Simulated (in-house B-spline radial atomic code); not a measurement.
Values are calculated unless marked as measured or tabulated.
**Nb in an electron gas of r_s = 2.2: phase shifts, screening, friction and resistivity**

A nucleus sits in a uniform electron gas with a rigid positive background. The Kohn-Sham equations are solved self-consistently in the spin-unpolarised LDA (PW92), non-relativistic, on B-splines with outgoing waves at the boundary and partial waves to l = 8. The model has no lattice, no bands and no magnetic solution. Atomic units; δ_l are the phase shifts at the Fermi level, counted so that each bound state adds π, and good to about 0.0005.

The density parameter is r_s = 2.2 bohr, near that of the valence electrons of Ga (3 per atom, density 5.91 g/cm³, mass 69.72 u, which gives r_s = 2.19).

| l | δ_l (rad) |
| --- | --- |
| 0 | 11.7653 |
| 1 | 9.1442 |
| 2 | 4.9898 |
| 3 | 0.0276 |
| 4 | 0.0049 |
| 5 | 0.0005 |
| 6 | -0.0002 |
| 7 | -0.0004 |
| 8 | -0.0004 |

Bound levels below the band bottom (hartree): s -14.82, p -11.98, d -6.768, s -1.507, p -0.7327 and deeper ones.

(1) Check the Friedel sum rule, and say where the screening charge sits.

(2) Find the transport cross section and the electronic stopping of a 1 keV Nb ion (mass 92.91 u).

(3) What residual resistivity would 1 atomic per cent of such centres give in Ga?

(4) On a substitutional site the background of one host ion, a sphere holding 3 charges, is taken out. The phase shifts for l = 0 to 4 become 11.4853, 8.9111, 4.3692, -0.0367, -0.0103. What follows?

## Answers

(1) k_F = (9π/4)^(1/3)/r_s = 0.87234. The rule is Z = (2/π) Σ (2l + 1) δ_l. The terms are s 7.490, p 17.464, d 15.883, f 0.123 and 0.022 beyond, in all 40.982 against Z = 41. Bound states hold 8 s, 18 p, 10 d electrons, so the scattering states carry 4.98 in all; where a term is smaller than its bound count, the bound level has drawn weight out of the band.

(2) σ_tr = (4π/k_F²) Σ (l + 1) sin²(δ_l − δ_(l+1)). The terms for l = 0 to 3 are 0.2473, 1.4393, 2.8166, 0.0021, all together 4.5054, so σ_tr = 16.513 × 4.5054 = 74.399 bohr². With n = 3/(4π r_s³) = 0.02242, the friction coefficient is Q = n k_F σ_tr = 1.4551. For v well below v_F = 0.872, dE/dx = Q v; with 24801 eV per u at v = 1, v = √(1000/(24801 × 92.91)) = 0.0208, so dE/dx = 0.03031 hartree/bohr = 15.6 eV/nm. The largest term couples the d and f waves.

(3) Δρ = k_F n_i σ_tr/n in atomic units of 21.74 μΩ·cm. With one host atom per 3 electrons, n_i/n = 0.01/3, so Δρ = 0.8723 × 0.00333 × 74.399 × 21.74 = 4.70 μΩ·cm. This is an atom added to the gas, as on an interstitial site.

(4) The Friedel sum is now 37.99, for Z − 3 = 38. The sum in σ_tr is 4.9613, so σ_tr = 81.93 bohr² and Δρ = 5.18 μΩ·cm per atomic per cent, 1.10 times the value above. A real host ion scatters too, so this model doesn't give zero even for the host's own atom.
